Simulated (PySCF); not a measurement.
**Ionisation energy of F⁺ by level of theory**

F⁺ [He] 2s2 2p4 (3P) → F²⁺ [He] 2s2 2p3 (4S), as a difference of total energies. All numbers are calculated (PySCF 2.14, no relativity, point nucleus, in def2-TZVPPD). Correlated levels: valence: 1s2 frozen; valence and next inner shell: nothing frozen. The calculations carry no spin-orbit coupling.

```json
{"method": "UHF", "ionisation energy (eV)": "33.412", "error (eV)": "-1.538"}
{"method": "LDA", "ionisation energy (eV)": "35.259", "error (eV)": "+0.309"}
{"method": "PBE", "ionisation energy (eV)": "35.421", "error (eV)": "+0.471"}
{"method": "PBE0", "ionisation energy (eV)": "35.258", "error (eV)": "+0.308"}
{"method": "r2SCAN", "ionisation energy (eV)": "35.116", "error (eV)": "+0.166"}
{"method": "wB97M-V", "ionisation energy (eV)": "35.144", "error (eV)": "+0.194"}
{"method": "B3LYP", "ionisation energy (eV)": "35.557", "error (eV)": "+0.607"}
{"method": "BHandHLYP", "ionisation energy (eV)": "35.197", "error (eV)": "+0.247"}
{"method": "r2SCANh", "ionisation energy (eV)": "35.077", "error (eV)": "+0.127"}
{"method": "MP2 (valence)", "ionisation energy (eV)": "34.605", "error (eV)": "-0.345"}
{"method": "SCS-MP2 (valence)", "ionisation energy (eV)": "34.699", "error (eV)": "-0.251"}
{"method": "MP2 (valence and next inner shell)", "ionisation energy (eV)": "34.617", "error (eV)": "-0.333"}
{"method": "SCS-MP2 (valence and next inner shell)", "ionisation energy (eV)": "34.703", "error (eV)": "-0.247"}
```

Reference: 34.950 eV (measured; NIST levels, between the centres of gravity of the two terms).

Errors of the correlated levels include the incompleteness of this basis and the frozen core.
